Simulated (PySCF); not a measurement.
Radial density of Tl⁺ (thallium, charge +1)

UHF, [Xe] 4f14 5d10 6s2, closed-shell 1S. Computed with PySCF 2.14 in aug-cc-pwCVTZ-DK3, with scalar relativity by spin-free X2C-1e.

```csv
r (bohr),4πr²ρ (e/bohr)
0.0161,103.9
0.0271,107.7
0.0456,151.4
0.0766,124.4
0.129,140.7
0.217,89.61
0.365,95.23
0.614,37.88
1.03,20.55
1.74,6.215
2.92,1.015
4.91,0.04807
8.26,0.0001261
```

Densities and radii are taken from the X2C orbitals without a picture-change correction, which distorts them close to the nucleus.

Spin-orbit coupling, which splits the p, d and f shells strongly at this Z, is absent.
